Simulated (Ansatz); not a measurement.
Reaction (substitution at a C–B bond): `O=CB(F)[SiH3]` + `OC(F)[SiH3]` → `O=COC(F)[SiH3]` + `FB[SiH3]`

Computed with Ansatz on PBE0-D4/def2-TZVP structures; ΔE is electronic, products minus reactants. CCSD(T)/CBS is the MP2 limit (def2-TZVPP, def2-QZVPP) plus CCSD(T) − MP2 in def2-TZVPP, frozen cores. DFT in def2-TZVPP. B3LYP here is the variant with VWN-RPA as its local correlation; programs differ in this. One conformer a species, not always the lowest.

```
             level  ΔE (eV)
            PBE-D4    -0.42
           PBE0-D4    -0.41
          B3LYP-D4    -0.40
            B2PLYP    -0.41
SCS-MP2/def2-TZVPP    -0.38
     HF/def2-QZVPP    -0.44
    MP2/def2-QZVPP    -0.38
SCS-MP2/def2-QZVPP    -0.36
```

Question: What does CCSD(T)/CBS give? (An estimate is asked.)

Answer: Computed: -0.33 eV. The listed levels differ from it by -0.09, -0.08, -0.07, -0.08, -0.05, -0.11, -0.05, -0.03 eV.

Largest T1 diagnostic among the species: 0.015.
